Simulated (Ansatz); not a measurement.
C2H6ClNOSi, SMILES `CC(=O)N[SiH2]Cl`, relaxed with RKS PBE0-D4/def2-TZVP in Ansatz from a PBE-D4/def2-SVP geometry. The force threshold is 0.005 eV/Å; the program also tests the step.

Total charge 0; spin multiplicity 1.

Start:

```xyz
12

C    -0.148   -2.012    0.444
C    -0.357   -0.520    0.317
O    -1.291    0.083    0.870
N     0.516    0.236   -0.414
Si    0.010    1.950   -0.340
Cl    1.468    2.899   -1.512
H     0.579   -2.415   -0.285
H    -1.122   -2.521    0.324
H     0.212   -2.237    1.469
H     1.321   -0.157   -0.908
H     0.120    2.511    1.039
H    -1.307    2.183   -1.003
```

(1) By how much does the energy fall, and how many steps does the optimiser take? (An estimate is asked.)

(2) Which bonds change most? (An estimate is asked.)

(3) Give the relaxed structure. (Estimate.)

## Answers

(1) The calculation gave: 0.07 eV, in 55 steps, 11 of them rejected.

(2) The calculation gave: N4–Si5 from 1.788 to 1.750 Å; Si5–Cl6 from 2.098 to 2.068 Å; Si5–H11 from 1.493 to 1.473 Å; Si5–H12 from 1.492 to 1.473 Å.

(3) Ansatz gave: 
```xyz
12

C    -0.155   -1.996    0.432
C    -0.414   -0.526    0.293
O    -1.431    0.026    0.688
N     0.524    0.254   -0.301
Si    0.016    1.928   -0.352
Cl    1.601    2.871   -1.287
H     0.007   -2.447   -0.550
H    -1.007   -2.468    0.914
H     0.744   -2.166    1.029
H     1.387   -0.128   -0.652
H    -0.102    2.520    0.992
H    -1.168    2.131   -1.205
```
